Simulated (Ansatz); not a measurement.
Job for Ansatz (a program for electronic structure): R-wB97M-V/def2-TZVPP on CH5AlO2 (SMILES [CH3][Al]([OH])[OH]), a point of a torsion scan.

Ansatz 0.2 input:
```yaml
crystal:
  periodic: [false, false, false]
  atoms:
    - {symbol: C, position_ang: [-1.40876671, -0.05956059, 0.21261924]}
    - {symbol: Al, position_ang: [0.48961286, -0.07828026, -0.39388723]}
    - {symbol: O, position_ang: [1.60541695, -0.87184722, 0.52116238]}
    - {symbol: O, position_ang: [0.84233549, 0.71095609, -1.79569236]}
    - {symbol: H, position_ang: [-1.53821022, -0.60572032, 1.14346664]}
    - {symbol: H, position_ang: [-2.05938310, -0.50476198, -0.53754501]}
    - {symbol: H, position_ang: [-1.75773057, 0.96004834, 0.36365746]}
    - {symbol: H, position_ang: [2.25372157, -1.32544322, 1.03721656]}
    - {symbol: H, position_ang: [1.07985514, 1.15350364, -2.59580810]}
basis:
  gaussian:
    orbitals: def2-TZVPP
hamiltonian:
  xc: {name: wB97M-V}
scf: {lower_state_search: off}
```

Q: Predict the final total energy.

A: -434.1195 hartree.

Q: How many basis functions does it have, and what does it roughly cost on one machine?

A: 205 functions; around 7 core-seconds (rough).
